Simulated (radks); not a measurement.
Results of a calculation; reference values are marked as such.
Species: Xe III. Configuration: [Kr] 4d10 5s2 5p4. Level of theory: Dirac Kohn-Sham, PBEsol, spin-unpolarised, spherical densities, finite nucleus; open shells are shared between the two j in proportion to 2j + 1; Fermi nuclear charge, rms radius 4.7859 fm (a radial shooting solver on a logarithmic mesh with Libxc functionals).

Unscreened Slater integrals over Kohn-Sham orbitals (hartree). Large and small components are both included. Empty in this configuration: 6s1/2.

F0(5p3/2,5p3/2): 0.42631
F2(5p3/2,5p3/2): 0.23083
F0(5p3/2,5p1/2): 0.43424
G2(5p3/2,5p1/2): 0.23396
F0(5p3/2,5s1/2): 0.45918
G1(5p3/2,5s1/2): 0.30302
F0(5p3/2,4d5/2): 0.53265
F2(5p3/2,4d5/2): 0.14889
G1(5p3/2,4d5/2): 0.044848
G3(5p3/2,4d5/2): 0.042399
F0(5p3/2,6s1/2): 0.26001
G1(5p3/2,6s1/2): 0.026605
F0(5p1/2,5p1/2): 0.44280
F0(5p1/2,5s1/2): 0.46984
G1(5p1/2,5s1/2): 0.31912
F0(5p1/2,4d5/2): 0.55097
G3(5p1/2,4d5/2): 0.047791
F0(5p1/2,6s1/2): 0.26152
G1(5p1/2,6s1/2): 0.024109
F0(5s1/2,5s1/2): 0.50400
F0(5s1/2,4d5/2): 0.61495
G2(5s1/2,4d5/2): 0.074959
F0(5s1/2,6s1/2): 0.26631
G0(5s1/2,6s1/2): 0.014601
F0(4d5/2,4d5/2): 1.0257
F2(4d5/2,4d5/2): 0.51992
F4(4d5/2,4d5/2): 0.34567
F0(4d5/2,6s1/2): 0.28387
G2(4d5/2,6s1/2): 0.010575
F0(6s1/2,6s1/2): 0.21415
